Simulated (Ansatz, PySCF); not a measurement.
Molecule: GeF (charge 0, doublet). 
Coordinates optimised at B3LYP-D3(BJ)/def2-TZVP (Ansatz, a quantum-chemistry and plane-wave program):
```
F
Ge 1 1.7699
```
Charge 0, spin multiplicity 2.

Dipole moments at this geometry, in debye (magnitudes).

```csv
level,program,dipole (D)
HF/def2-TZVPD,PySCF,2.12
revPBE/def2-TZVPD,Ansatz,1.69
M06-L/def2-TZVPD,PySCF,1.73
B3LYP/def2-TZVPD,Ansatz,1.93
PBE0/def2-TZVPD,Ansatz,1.88
BHLYP/def2-TZVPD,Ansatz,…
TPSSh/def2-TZVPD,PySCF,1.78
r2SCAN0/def2-TZVPD,Ansatz,1.90
MN15/def2-TZVPD,PySCF,1.92
CCSD(T)/aug-cc-pVDZ,Ansatz,…
```

Task: What belongs in the gaps?

Result: 
- BHLYP/def2-TZVPD, dipole (D): 2.09
- CCSD(T)/aug-cc-pVDZ, dipole (D): 1.95
